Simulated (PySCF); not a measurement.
Si(OSiH3)(H)(NHSiH3)(Cl) (ClH8NOSi3), SMILES [SiH3]N[SiH](Cl)O[SiH3].

Geometry: B3LYP-D3(BJ)/def2-SVP. One conformer was computed; it need not be the lowest.

All values below come from TDA-PBE0/def2-SVPD run with PySCF.

Vertical excitations. Gas-phase values at a fixed geometry.

```json
[
 {"state": "S1", "energy (eV)": "6.57", "λ (nm)": "189", "f": "0.005", "main pairs": "HOMO→LUMO 73 %, HOMO→LUMO+1 23 %"},
 {"state": "S2", "energy (eV)": "6.80", "λ (nm)": "182", "f": "0.018", "main pairs": "HOMO→LUMO+1 74 %, HOMO→LUMO 22 %"},
 {"state": "S3", "energy (eV)": "7.46", "λ (nm)": "166", "f": "0.054", "main pairs": "HOMO→LUMO+3 77 %"},
 {"state": "S4", "energy (eV)": "7.50", "λ (nm)": "165", "f": "0.006", "main pairs": "HOMO−1→LUMO 67 %, HOMO−3→LUMO 16 %"},
 {"state": "S5", "energy (eV)": "7.59", "λ (nm)": "163", "f": "0.022", "main pairs": "HOMO→LUMO+2 70 %, HOMO→LUMO+3 11 %"},
 {"state": "S6", "energy (eV)": "7.70", "λ (nm)": "161", "f": "0.010", "main pairs": "HOMO−2→LUMO 73 %, HOMO−4→LUMO 13 %"},
 {"state": "T1", "energy (eV)": "6.23", "λ (nm)": "199", "f": "0", "main pairs": "HOMO→LUMO+1 56 %, HOMO→LUMO 39 %"},
 {"state": "T2", "energy (eV)": "6.64", "λ (nm)": "187", "f": "0", "main pairs": "HOMO→LUMO 50 %, HOMO→LUMO+1 37 %"}
]
```
Triplets are in the Tamm–Dancoff approximation.
